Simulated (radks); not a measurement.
Values are calculated unless marked as measured or tabulated.
Charge is removed step by step from the 5p3/2 level of the platinum ion Pt+, starting from [Kr] 4d10 4f14 5s2 5p(1/2: 2, 3/2: 4) 5d9. Level of theory: Dirac Kohn-Sham, BLYP, spin-unpolarised, spherical densities, finite nucleus; open shells fill j = l - 1/2 first; Fermi nuclear charge, rms radius 5.427 fm (a radial shooting solver on a logarithmic mesh with Libxc functionals).

removed (e),E - E(0) (eV),eigenvalue (eV),E minus straight line (eV)
0,0.000,-60.098,0.000
0.1,6.075,-61.412,-0.619
0.2,12.283,-62.747,-1.105
0.3,18.625,-64.102,-1.457
0.4,25.104,-65.476,-1.673
0.5,31.721,-66.868,-1.750
0.6,38.478,-68.278,-1.687
0.7,45.377,-69.705,-1.482
0.8,52.420,-71.149,-1.134
0.9,59.608,-72.608,-0.640
1,66.942,-74.082,0.000

Removing the whole electron costs 66.942 eV by Delta-SCF, against 60.098 eV from minus the eigenvalue at the starting occupation. Slater's transition state (half an electron removed) gives 66.868 eV. Integrating minus the eigenvalue over the occupation (Janak's theorem) gives 66.942 eV. The mean slope of the eigenvalue, de/dn, is 14.0 eV per electron.
